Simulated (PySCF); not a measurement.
Structure from NMR data

The spectra below were simulated for a compound C4H9ClF2Si.

1H NMR (300 MHz, computed): δ 0.30 (s, 9H).

13C{1H} NMR (computed): δ 146.9 (C), -3.8 (CH3).

No relativistic terms, single conformer, in vacuum, fast rotation and ring inversion assumed for equivalent nuclei. σ from GIAO-PBE0/pcSseg-1; geometry from GFN2-xTB; PySCF 2.14.

Chemical shifts δ = σref − σ; 1H, 13C against TMS, all at this level.

Deduce the structure.

## Answers


- Rings plus π bonds: 0.
- 2 carbon signals for 4 carbons: some carbons are equivalent by symmetry or fast rotation.
- Carbon types of the structure: 1 × C, 3 × CH3, which accounts for all hydrogens.
- δC 146.9: fully substituted sp3 carbon bonded to Cl and 2 F and Si; 3 electronegative neighbours deshield it.
- δC -3.8: methyl carbon bonded to Si; an electropositive neighbour leaves it electron-rich and shielded.
- δH 0.30: hydrogen on a methyl carbon bonded to Si; an electropositive neighbour shields it, as in TMS itself.

Structure: TMS-CClF2 (SMILES C[Si](C)(C)C(F)(F)Cl).

The shifts were computed for this structure.

Carbons that carry Cl, above all several Cl atoms, come out too deshielded, partly because spin–orbit coupling is missing. Splittings by 19F in the carbon and heteronuclear signals aren't shown, as no couplings were computed. Shifts are as computed. Against solution values, carbons near 30 ppm lie about +3 ppm off and those near 130 ppm about +5 ppm; carbons on Cl a further +6 ppm. Of 1211 compounds with measured shifts, 218 miss one by over three times the rms of a fit or turn the order of signals round; such compounds aren't used in these exercises.
